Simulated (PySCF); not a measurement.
This PySCF input asks for the NMR shieldings of SMILES P(CC)(P)C1=CCCC1, C$_{7}$H$_{14}$P$_{2}$; the geometry comes from GFN2-xTB.

```python
import basis_set_exchange as bse
import numpy as np
from pyscf import gto, dft
from pyscf.prop import nmr

atoms = """
C    -2.602115   -1.198846   -0.405397
C    -2.137638   -0.246761    0.687489
P    -1.236449    1.219854   -0.043797
P    -0.580066    2.075781    1.848926
C     0.334479    0.417349   -0.486021
C     0.973761    0.636233   -1.631484
C     2.250715   -0.139378   -1.727657
C     2.469910   -0.636132   -0.288594
C     1.089687   -0.559033    0.382121
H    -3.135448   -2.045656    0.023448
H    -3.266373   -0.685323   -1.097470
H    -1.751664   -1.575533   -0.971397
H    -1.491981   -0.759020    1.405310
H    -2.999700    0.148278    1.233963
H    -1.702080    2.895403    1.941744
H     0.158884    3.072210    1.214242
H     0.629761    1.272433   -2.429080
H     2.127553   -0.972915   -2.425843
H     3.079059    0.472081   -2.087709
H     3.163352    0.031184    0.224498
H     2.882749   -1.643098   -0.257917
H     0.591684   -1.532430    0.371432
H     1.147167   -0.219697    1.419505
"""
names = dict.fromkeys(["C", "P", "H"], "pcSseg-1")
basis = {el: gto.basis.parse(bse.get_basis(n, elements=[el], fmt="nwchem")) for el, n in names.items()}
mol = gto.M(atom=atoms, basis=basis, charge=0, verbose=0)
mf = dft.RKS(mol, xc="PBE0")
mf.grids.level = 2
mf.grids.alignment = dft.numint.BLKSIZE   # the property module wants whole blocks of grid points
mf.conv_tol = 1e-9
mf.kernel()

calc = nmr.RKS(mf)   # GIAO
C = mf.mo_coeff
Co = C[:, mf.mo_occ > 0]
resp = mf.gen_response(singlet=True, hermi=2)
def vind(x):   # induced exchange potential for any number of trial vectors
    d = np.einsum("pi,xij,qj->xpq", C, 2 * x.reshape(-1, C.shape[1], Co.shape[1]), Co, optimize=True)
    return np.einsum("xpq,pi,qj->xij", resp(d - d.transpose(0, 2, 1)), C, Co, optimize=True).ravel()
mo1, _ = nmr.rhf.solve_mo1(calc, with_cphf=vind)
sigma = calc.kernel(mo1)
for i, s in enumerate(sigma):   # ppm
    w = np.linalg.eigvalsh((s + s.T) / 2)
    print("%2d %-2s iso %8.1f  s11 %8.1f  s22 %8.1f  s33 %8.1f" % (i, mol.atom_pure_symbol(i), w.mean(), *w))
```

**Question.** Give the expected output.

**Answer.** 
```
 0 C  iso    173.4  s11    162.1  s22    170.0  s33    188.1
 1 C  iso    160.6  s11    147.2  s22    159.2  s33    175.5
 2 P  iso    403.2  s11    373.2  s22    387.6  s33    448.6
 3 P  iso    526.1  s11    434.8  s22    546.5  s33    597.0
 4 C  iso     37.5  s11    -65.9  s22     43.9  s33    134.5
 5 C  iso     32.5  s11    -81.8  s22     50.4  s33    128.8
 6 C  iso    148.1  s11    123.0  s22    151.6  s33    169.8
 7 C  iso    160.1  s11    132.3  s22    172.2  s33    175.8
 8 C  iso    153.2  s11    131.9  s22    158.1  s33    169.5
 9 H  iso     30.3  s11     25.3  s22     27.1  s33     38.7
10 H  iso     30.7  s11     26.2  s22     28.4  s33     37.5
11 H  iso     30.9  s11     25.3  s22     31.9  s33     35.4
12 H  iso     29.8  s11     26.3  s22     29.8  s33     33.3
13 H  iso     30.5  s11     24.9  s22     30.0  s33     36.6
14 H  iso     29.4  s11     24.0  s22     26.6  s33     37.5
15 H  iso     29.6  s11     24.3  s22     27.6  s33     37.0
16 H  iso     25.1  s11     22.9  s22     24.0  s33     28.5
17 H  iso     29.1  s11     25.1  s22     26.7  s33     35.4
18 H  iso     29.2  s11     24.7  s22     27.0  s33     36.0
19 H  iso     29.9  s11     24.4  s22     28.5  s33     36.6
20 H  iso     29.6  s11     24.9  s22     27.6  s33     36.4
21 H  iso     29.2  s11     23.3  s22     30.6  s33     33.9
22 H  iso     28.7  s11     22.9  s22     29.9  s33     33.4
```

These numbers come from an equivalent density-fitted implementation of the same equations, which agrees with the script to about 0.01 ppm for H and up to a few tenths of a ppm for heavy atoms, so last digits may differ.

Size and cost of the density-fitted run: 237 basis functions, 65 s wall time on 1 thread of an Intel Xeon Platinum 8488C, shared host; peak memory 1.2 GiB.
